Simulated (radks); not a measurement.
Dy2+, configuration [Xe] 4f10. All-electron calculation, Dirac Kohn-Sham, LDA (Slater exchange, Perdew-Wang correlation), spin-unpolarised, spherical densities, finite nucleus; open shells are shared between the two j in proportion to 2j + 1; Fermi nuclear charge, rms radius 5.2218 fm. Program: a radial shooting solver on a logarithmic mesh with Libxc functionals.

Normalised radial functions P(r) = r R(r) (large component), r in bohr:

r	4d3/2	4f5/2	4f7/2
0.002016	0.0001	0.0000	0.0000
0.00308	0.0003	0.0000	0.0000
0.004669	0.0009	0.0000	0.0000
0.007135	0.0027	0.0000	0.0000
0.01082	0.0078	0.0001	0.0000
0.0164	0.0221	0.0002	0.0002
0.02505	0.0615	0.0011	0.0010
0.03798	0.1552	0.0046	0.0043
0.05803	0.3503	0.0184	0.0173
0.08797	0.6357	0.0632	0.0603
0.1344	0.8225	0.1889	0.1823
0.2038	0.4744	0.4470	0.4351
0.3089	-0.5366	0.8115	0.7957
0.472	-1.3834	1.0742	1.0609
0.7155	-1.1671	1.0105	1.0062
1.093	-0.4531	0.7030	0.7082
1.657	-0.0780	0.3828	0.3927
2.533	-0.0043	0.1588	0.1678
3.839	0.0000	0.0454	0.0501

4d3/2: eigenvalue -170.66 eV, 1 radial node at r = 0.253 bohr, <r> = 0.604 bohr, 90 % of the charge inside 0.909 bohr. 4f5/2: eigenvalue -17.861 eV, 0 radial nodes, <r> = 0.856 bohr, 90 % of the charge inside 1.50 bohr. 4f7/2: eigenvalue -16.977 eV, 0 radial nodes, <r> = 0.874 bohr, 90 % of the charge inside 1.54 bohr.
